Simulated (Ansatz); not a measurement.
A set of 12 reactions (ligand exchange), with CCSD(T)/CBS values in kJ/mol:

| reaction | ΔE |
| --- | --- |
| `C#C[Si](F)(F)[GaH2]` + HCl → `C#C[Si](F)(F)Cl` + `[GaH3]` | -95.3 |
| `CC[CH2][Zn][CH3]` + `C#CO` → `C#C[O][Zn][CH3]` + `CCC` | -117.4 |
| `O[SiH2][InH][F]` + HI → `[F][InH][I]` + `O[SiH3]` | -113.5 |
| `[SiH3][CH2][AlH][GaH2]` + NH₃ → `[NH2][AlH][GaH2]` + `C[SiH3]` | -82.0 |
| `C[Se][SnH]([Cl])[Cl]` + H₂Se → `[Cl][SnH]([Cl])[SeH]` + `C[SeH]` | 9.0 |
| `[OH][Sc]([Cl])[O][SiH3]` + H–F → `[F][Sc]([Cl])[O][SiH3]` + H₂O | -43.7 |
| `C/C([SiH3])=C\O` + `[OH][AlH2]` → `[AlH2][O][SiH3]` + `C/C=C/O` | -101.2 |
| `C/C([SiH3])=C\O` + `N[SiH2][GaH2]` → `[SiH3]N[SiH2][GaH2]` + `C/C=C/O` | -63.1 |
| `[F][Sn]([F])([SiH3])[SiH3]` + `[SiH3]S[SiH2]S` → `[SiH3]S[SiH2]S[SiH3]` + `[F][SnH]([F])[SiH3]` | -35.8 |
| `FC[SiH2][InH2]` + `CN[SiH3]` → `C[N]([SiH3])[InH2]` + `FC[SiH3]` | -5.7 |
| `N=C[SiH2][GeH2][F]` + NH₃ → `N=C[SiH2]N` + `[F][GeH3]` | -34.3 |
| `O[CH2][Ga]([OH])[OH]` + H–F → `O[CH2][Ga]([OH])[F]` + H₂O | -23.1 |

Calculated with Ansatz (gas phase, PBE0-D4/def2-TZVP geometries, no zero-point term in ΔE). CCSD(T)/CBS adds triple-zeta CCSD(T) − MP2 to the extrapolated MP2 energy (def2 sets, frozen cores). This one scheme is used for every species. Double bonds are as drawn, so ΔE can hold a change between cis and trans. Functionals use def2-TZVPP. B3LYP here is the variant with VWN-RPA as its local correlation; programs differ in this. Elements past krypton have def2 core potentials. For Ga, Ge, I, In, Sc, Se, Sn, Zn outer-core shells are correlated without core-valence functions, which leaves a few kJ/mol of doubt a bond. Scalar relativity is left out up to krypton. Each species was taken in one conformer, which may not be the lowest.

**Question.** Give the mean, mean absolute and largest difference (level minus CCSD(T)/CBS, kJ/mol) for: PBE0-D4, B3LYP-D4, ωB97X-V, B2PLYP, PBE, PBE0, B3LYP, HF/def2-TZVPP, MP2/def2-TZVPP, SCS-MP2/def2-TZVPP, CCSD/def2-TZVPP, CCSD(T)/def2-TZVPP, SCS-MP2/def2-QZVPP, CCSD/CBS(def2). (An estimate is asked.)

**Answer.** Ansatz gave: 
| level | mean | mean absolute | largest |
| --- | --- | --- | --- |
| PBE0-D4 | 4.9 | 7.2 | 18.5 |
| B3LYP-D4 | 0.5 | 5.0 | 11.7 |
| ωB97X-V | -1.1 | 4.4 | 10.4 |
| B2PLYP | -2.9 | 5.8 | -14.2 |
| PBE | 7.3 | 11.5 | 23.4 |
| PBE0 | 3.6 | 7.1 | 20.6 |
| B3LYP | -1.7 | 9.3 | -20.1 |
| HF/def2-TZVPP | -16.0 | 18.8 | -37.0 |
| MP2/def2-TZVPP | -2.2 | 2.9 | -8.5 |
| SCS-MP2/def2-TZVPP | -4.8 | 4.9 | -10.8 |
| CCSD/def2-TZVPP | -1.9 | 3.3 | -6.9 |
| CCSD(T)/def2-TZVPP | -0.2 | 1.4 | 6.7 |
| SCS-MP2/def2-QZVPP | -5.3 | 5.5 | -11.3 |
| CCSD/CBS(def2) | -1.8 | 2.5 | -5.3 |

The largest T1 diagnostic in the set is 0.016, for `C#C[O][Zn][CH3]` (customary mark 0.02).

CCSD(T)/CBS is a level of theory with its own doubt, and the functionals carry their triple-zeta basis error, so these figures describe this set and don't rank the functionals.
